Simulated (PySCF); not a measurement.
Predicted spectroscopic data

No relativistic terms, averaged over atoms made equivalent by symmetry, fast rotation or ring inversion, one computed conformer, no solvent. Coordinates at the GFN2-xTB level; NMR shieldings at PBE0/pcSseg-1/GIAO; PySCF 2.14.0 with density-fitted response routines.

Scale: 1H, 13C vs TMS (reference shieldings calculated alike). Where no couplings were computed, multiplicities follow the n + 1 count of equivalent neighbours, and m marks all less simple cases (inequivalent or close neighbours, rings, F or P nearby). Acid and N–H amide carbonyl carbons lie up to 10 ppm further downfield in solution (hydrogen bonding). Shifts are as computed. Against solution values, carbons near 30 ppm lie about +3 ppm off and those near 130 ppm about +5 ppm. Of 1211 compounds with measured shifts, 218 miss one by over three times the rms of a fit or turn the order of signals round; such compounds aren't used in these exercises. Groups on amide-type nitrogens are kept apart (slow C–N rotation). OH and NH positions are gas-phase values without hydrogen bonding to other molecules.

Compound 1 (C₆H₁₀O). 1H NMR (400 MHz, computed): δ 6.96 (d, 1H), 4.64 (m, 1H), 3.60 (s, 3H), 1.47 (m, 1H), 0.60 (m, 2H), 0.16 (m, 2H). 13C{1H} NMR (computed): δ 163.2, 107.4, 55.6, 9.5, 9.1. Structure: `CO/C=C/C1CC1`.

Compound 2 (C₇H₉NO). 1H NMR (400 MHz, computed): δ 7.18 (t, 1H), 6.33 (m, 1H), 6.21 (m, 1H), 4.93 (br, 1H), 4.54 (br, 1H), 2.39 (m, 2H), 2.22 (m, 2H). 13C{1H} NMR (computed): δ 168.3, 144.7, 136.9, 135.7, 129.7, 26.4, 25.3. Structure: SMILES C1C=C(C(N)=O)C=CC1.

Compound 3 (C₅H₉NO₂Si). 1H NMR (400 MHz, computed): δ 7.71 (d, 1H), 7.00 (d, 1H), 4.91 (s, 2H), 4.12 (m, 1H), 4.11 (m, 1H), 2.44 (s, 3H). 13C{1H} NMR (computed): δ 245.9, 168.4, 157.4, 81.1, 40.2. Structure: `InChI=1S/C5H9NO2Si/c1-4(6-3)8-9-5(2)7/h1,3,9H2,2H3`.
